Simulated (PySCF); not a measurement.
## NMR problem set

[PySCF: σ from GIAO-PBE0/pcSseg-1; geometry: GFN2-xTB; one computed conformer; gas phase; fast rotation and ring inversion assumed for equivalent nuclei; no relativistic terms]

Shifts are taken against calculated references (same method and geometry level): $^{1}$H (31.72 ppm) and $^{13}$C (186.93 ppm) vs TMS. Splittings of carbon signals by F and P are missing where no couplings were computed. Where no couplings were computed, multiplicities follow the n + 1 count of equivalent neighbours, and m marks all less simple cases (inequivalent or close neighbours, rings, F or P nearby). Acid and N–H amide carbonyl carbons lie up to 10 ppm further downfield in solution (hydrogen bonding). Shifts are as computed. Against solution values, carbons near 30 ppm lie about +3 ppm off and those near 130 ppm about +5 ppm; carbons on Cl a further +6 ppm. Of 1309 compounds with measured shifts, 239 miss one by over three times the rms of a fit or turn the order of signals round; such compounds aren't used in these exercises. Carbons bonded to Cl come out too deshielded. OH and NH positions are gas-phase values without hydrogen bonding to other molecules.

Task: C$_{4}$H$_{6}$F$_{2}$O$_{2}$Si. $^{1}$H NMR (600 MHz, computed): δ 5.70 (br s, 1H), 5.27 (m, 2H), 5.25 (m, 1H), 2.43 (m, 2H). $^{13}$C{$^{1}$H} NMR (computed): δ 181.3 (C), 166.9 (C), 101.9 (CH), 28.2 (CH2). Identify the compound.

Result: `O=C(O)/C=C(\F)C[SiH2]F`. The formula gives 2 degrees of unsaturation (no ring in the answer). 4 carbon signals for 4 carbons: no two carbons are equivalent. Carbon types of the structure: 2 × C, 1 × CH, 1 × CH2, leaving 3 H on heteroatoms. δC 181.3: β carbon of a C=C–C=O unit; conjugation with the carbonyl draws π density from the β position. δC 166.9: carboxylic acid carbon; it is a carbonyl in resonance with an O or N lone pair, the region of acids, esters and amides. δC 101.9: α carbon of a C=C–C=O unit; as expected for a trigonal carbon in a double bond. δH 5.70: hydrogen on an acid hydroxyl oxygen; exchangeable, gas-phase position.

This is the structure that produced the data.

Task: C$_{6}$H$_{9}$ClSi. $^{1}$H NMR (400 MHz, computed): δ 6.41 (q, 1H), 6.12 (br s, 1H), 5.86 (br s, 1H), 4.98 (m, 1H), 4.74 (m, 1H), 4.27 (m, 1H), 2.07 (d, 3H). $^{13}$C{$^{1}$H} NMR (computed): δ 151.9, 151.4, 135.8, 135.1, 49.3, 18.5. What is it?

Result: SMILES C=C1[SiH2][C@@H](Cl)/C1=C/C. The formula gives 3 degrees of unsaturation (1 ring in the answer). 6 carbon signals for 6 carbons: no two carbons are equivalent. Carbon types of the structure: 2 × C, 2 × CH, 1 × CH2, 1 × CH3, leaving 2 H on heteroatoms. δC 151.9, 151.4: fully substituted alkene carbon; an sp2 carbon of a C=C bond. δC 135.8: alkene CH; an sp2 carbon of a C=C bond. δC 135.1: terminal =CH2 carbon; an sp2 carbon of a C=C bond. δH 2.07: hydrogen on an allylic methyl carbon; allylic position.

The shifts were computed for this structure.

Task: C$_{6}$H$_{9}$ClSi. $^{1}$H NMR (600 MHz, computed): δ 6.53 (q, 1H), 6.45 (br s, 1H), 5.63 (br s, 1H), 5.04 (m, 1H), 4.81 (m, 1H), 4.44 (m, 1H), 2.10 (d, 3H). $^{13}$C{$^{1}$H} NMR (computed): δ 151.6, 150.3, 132.7, 128.6, 47.8, 18.0. Identify the compound.

Result: `C1(=C)[SiH2][C@H](Cl)/C1=C\C`. The formula gives 3 degrees of unsaturation (1 ring in the answer). 6 carbon signals for 6 carbons: no two carbons are equivalent. Carbon types of the structure: 2 × C, 2 × CH, 1 × CH2, 1 × CH3, leaving 2 H on heteroatoms. δC 151.6, 150.3: fully substituted alkene carbon; the olefinic region. δC 132.7: alkene CH; an sp2 carbon of a C=C bond. δC 128.6: terminal =CH2 carbon; the olefinic region. δC 18.0: allylic methyl carbon; aliphatic region, no heteroatom directly attached.

The data come from this structure; uniqueness wasn't tested.
